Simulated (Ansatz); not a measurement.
Consider the cleavage of the Ga–Si bond: `C[Si](C)(C)[Ga]([Cl])[Cl]` + dimethylamine → `C[N](C)[Ga]([Cl])[Cl]` + trimethylsilane.

Program: Ansatz. Geometries: PBE0-D4/def2-TZVP. ΔE: electronic, gas phase. CBS: MP2 limit from def2 TZ/QZ plus the TZ coupled-cluster correction, frozen cores. DFT in def2-TZVPP. B3LYP here is the variant with VWN-RPA as its local correlation; programs differ in this. For Ga outer-core shells are correlated without core-valence functions, which leaves a few kJ/mol of doubt a bond. Scalar relativity is left out up to krypton. One conformer a species, not always the lowest.

```csv
level,ΔE (kJ/mol)
B97M-V,-4.9
r2SCAN0-D4,-5.6
PBE,8.0
B3LYP,-1.7
RPA@PBE/def2-TZVPP,-18.4
MP2/def2-SVP,-35.1
CCSD/def2-TZVPP,-17.4
MP2/def2-QZVPP,-20.4
```

Question: What does CCSD(T)/CBS give? (Estimate.)

Answer: Ansatz gave: -13.5 kJ/mol. The listed levels differ from it by 8.6, 7.9, 21.5, 11.8, -4.9, -21.6, -3.9, -6.9 kJ/mol.

Largest T1 diagnostic among the species: 0.012.

From PBE to PBE0 (25 % exact exchange), in def2-TZVPP and without D4, ΔE moves by −5.1 kJ/mol. At CCSD(T), def2-SVP lies −16.4 kJ/mol from the extrapolated value and def2-TZVPP −3.9 kJ/mol. Leaving LDA and LC-ωPBE aside and taking each functional with its dispersion term where it has one, the values, not all of them listed here, spread over 19.9 kJ/mol, from B2PLYP to PBE-D4. LDA lies −12.2 kJ/mol from PBE without D4.
